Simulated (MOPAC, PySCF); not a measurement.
C5H6BNO, SMILES `c1cc(nc(B)c1)O` (H–B–C–N torsion -180°, N–C–O–H torsion 0°), neutral singlet in the gas phase. 

Cartesian coordinates (Å):
SMILES: c1(B)cccc(n1)O
```xyz
14

B     -2.2681    -1.0996    -0.1098
C     -0.9031    -0.3647    -0.0447
C     -0.8352     1.0390    -0.0571
C      0.4154     1.6720     0.0035
C      1.5604     0.8946     0.0742
C      1.4028    -0.5103     0.0815
O      2.5062    -1.2761     0.1496
N      0.2319    -1.1141     0.0252
H     -3.2858    -0.4531    -0.1732
H     -2.3139    -2.3020    -0.0974
H     -1.7553     1.6229    -0.1136
H      0.4910     2.7621    -0.0048
H      2.5617     1.3251     0.1235
H      2.1920    -2.1958     0.1431
```
Charge 0, spin multiplicity 1.

All levels are single points at this geometry (B3LYP-D3(BJ)/def2-SVP); Pople sets use spherical d functions. Orbital energies aren't observables, and empty levels follow the basis.

PM3 in MOPAC gives dipole (D) = 1.80.

### Question
Estimate the dipole (D) from each of these levels: PBE-D3(BJ)/def2-TZVP in PySCF; TPSSh-D3(BJ)/def2-TZVP in PySCF; B3LYP/3-21G in PySCF; B3LYP/6-311+G** in PySCF; B3LYP/6-31G* in PySCF; M06-2X/6-31G* in PySCF; PBE/6-31G* in PySCF; SVWN5/6-31G* in PySCF; HF/3-21G in PySCF; HF/6-31G* in PySCF; HF/STO-3G in PySCF; PM6 in MOPAC.

### Answer

| level | dipole (D) |
|---|---|
| PBE-D3(BJ)/def2-TZVP in PySCF | 1.92 |
| TPSSh-D3(BJ)/def2-TZVP in PySCF | 1.83 |
| B3LYP/3-21G in PySCF | 1.70 |
| B3LYP/6-311+G** in PySCF | 1.88 |
| B3LYP/6-31G* in PySCF | 1.74 |
| M06-2X/6-31G* in PySCF | 1.57 |
| PBE/6-31G* in PySCF | 1.83 |
| SVWN5/6-31G* in PySCF | 1.87 |
| HF/3-21G in PySCF | 1.85 |
| HF/6-31G* in PySCF | 1.73 |
| HF/STO-3G in PySCF | 1.34 |
| PM6 in MOPAC | 1.70 |
